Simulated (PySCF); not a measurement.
```xyz
3
charge 0 multiplicity 1, angstrom
Sr   -0.2836    0.0000    0.0000
F     0.6179    1.9229    0.0000
F     0.6179   -1.9229    0.0000
```

Method: PBE0/[Sr def2-TZVP with ECP28, F def2-TZVP], scalar-relativistic core potentials, density fitting, no spin–orbit coupling, PySCF.

This geometry of SrF2 is a stationary point at this level.

(1) What is the point group?

(2) Is it a minimum?

(3) Give the ideal-gas entropy at 298.15 K and 1 bar by parts.

(4) What is the atomisation energy, with and without zero-point energy?

Answers

(1) C2v.

(2) Yes: all harmonic wavenumbers are real.

(3) translation 169.2, rotation 97.2, vibration 21.8, spin 0.0; total 288.2 J/(mol K).

(4) 1061 kJ/mol without, 1055 kJ/mol with.

Other isomers or separated fragments may lie lower.
